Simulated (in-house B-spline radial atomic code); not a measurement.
Atomic self-consistent-field run: the argon ion Ar²⁺ (an excited or competing configuration). Method: non-relativistic r2SCAN0, spin-polarised, spherical fractional occupations, point nucleus. Calculated with a radial B-spline atomic code at the basis-set limit.

Command:
```bash
python run_scf.py task.json out
```
Settings:
```
Z                18
configuration    [Ne] 3s1 3p4 3d1
hamiltonian      nr
method           r2scan0
spin_polarised   True
```

Output (hartree, bohr):
```
 radial grid: 47 intervals, B-splines of order 8, outer radius 25.5556 bohr

 iter        energy (Eh)    residual
    1        -524.609399    3.06e-02
    2        -524.614389    2.76e-03
    3        -524.614500    1.12e-03
    4        -524.614517    5.49e-04
    5        -524.614523    7.39e-05
    6        -524.614523    3.14e-05
    7        -524.614523    3.63e-06
    8        -524.614523    3.22e-07
    9        -524.614523    1.33e-08

 total energy                      -524.61452
 kinetic                             524.0893
 electron-nucleus                  -1230.5703
 Hartree                             211.7402
 exact exchange                       -7.2573
 exchange-correlation                -22.6164

 orbital      occ     eigenvalue          <r>       <r^2>       <1/r>       r_max
 1s up      1.000      -117.0541    0.0861816  0.00998082     17.5464     0.05655
 1s down    1.000      -117.0094    0.0861714  0.00997778     17.5473     0.05655
 2s up      1.000       -12.6314      0.41358    0.202857     3.55139      0.3393
 2s down    1.000       -12.5846     0.413638    0.202582     3.54548      0.3399
 2p up      3.000       -10.1121     0.375479    0.174946     3.45536      0.2811
 2p down    3.000       -10.0539     0.375461    0.174559     3.45204      0.2817
 3s up      1.000        -2.1782      1.31391     1.97688     1.04861       1.144
 3p up      3.000        -1.5560      1.42782     2.36911    0.943717       1.213
 3p down    1.000        -1.1972      1.51234     2.68463    0.893706       1.244
 3d up      1.000        -0.6132      1.86106     4.23261    0.678773        1.41
```

Run time, properties included: 0.23 s on 1 thread of Intel(R) Xeon(R) Platinum 8259CL CPU @ 2.50GHz, on a shared host.

Caution: exact exchange at fractional occupations of open shells leaves self-interaction of up to several eV.
